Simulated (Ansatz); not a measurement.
System (SMILES): [BH2] (BH2), doublet.
Atoms: B1, H2, H3. Bonds: B1-H2, B1-H3.

Basis-set convergence of the harmonic zero-point energy at PBE with Ansatz (a program for electronic structure). Each level at its own minimum, finite differences of forces, unscaled; the reference is a large set that could be run, not a limit. All functions are spherical. The program fits the integrals of some runs and decomposes those of others, by size. Open shells are unrestricted. No added dispersion term, no relativity. Reference: the value in def2-QZVPPD, 8.80 kcal/mol. Deviations are taken from unrounded values.

```csv
basis,functions,harmonic zero-point energy (kcal/mol),minus reference (kcal/mol)
pcseg-0,13,8.96,0.15
pcseg-1,24,8.88,0.08
aug-pcseg-1,41,8.86,0.05
pcseg-2,58,8.82,0.01
aug-pcseg-2,92,8.81,0.01
pcseg-3,126,8.81,0.00
```

The smallest set listed that lies within 0.1 kcal/mol of the reference with all its larger relatives (same family, alike in diffuse functions; a set with none counts only in the reference's own line) is pcseg-1 (24 functions, 0.08 kcal/mol off).
